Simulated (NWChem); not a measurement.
System: hydrogen bromide (HBr); SMILES Br

Computed with NWChem. The geometry was optimised at PBE0/def2-SVP.

What does the run give for PBE0/aug-pcseg-1? Quantities: highest occupied level (eV); orbital gap (eV); dipole (D).


| Item | Value |
|---|---|
| highest occupied level (eV) | -8.84 |
| orbital gap (eV) | 8.15 |
| dipole (D) | 0.93 |
